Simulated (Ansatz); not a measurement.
Consider the ligand exchange at a B–C bond: `C#CBN` + HCl → `NBCl` + `C#C`.

Isolated molecules relaxed with PBE0-D4/def2-TZVP in Ansatz; ΔE leaves out vibrations. CCSD(T)/CBS is the MP2 limit (def2-TZVPP, def2-QZVPP) plus CCSD(T) − MP2 in def2-TZVPP, frozen cores. This one scheme is used for every species. DFT in def2-TZVPP. B3LYP here is the variant with VWN-RPA as its local correlation; programs differ in this. HSE06 is defined as in plane-wave codes. One conformer a species, not always the lowest.

```
             level  ΔE (kJ/mol)  difference from CCSD(T)/CBS
            B97M-V        -35.4                          3.5
          HSE06-D4        -36.3                          2.6
            B2PLYP        -37.8                          1.1
              PBE0        -37.0                          1.9
             B3LYP        -36.0                          2.9
  CCSD(T)/def2-SVP        -43.4                         -4.5
CCSD(T)/def2-TZVPP        -37.8                          1.1
    MP2/def2-QZVPP        -40.2                         -1.3
     MP2/CBS(def2)        -40.8                         -1.9
    CCSD/CBS(def2)        -39.4                         -0.5
       CCSD(T)/CBS        -38.9                            0
```

Largest T1 diagnostic among the species: 0.014.

From BLYP to BHLYP (50 % exact exchange), in def2-TZVPP and without D4, ΔE moves by −5.1 kJ/mol. At CCSD(T), def2-SVP lies −4.5 kJ/mol from the extrapolated value and def2-TZVPP +1.1 kJ/mol. In def2-TZVPP, CCSD(T) changes the Hartree–Fock value by +5.1 kJ/mol (the triples alone add +0.5 kJ/mol) and MP2 by +3.2 kJ/mol.
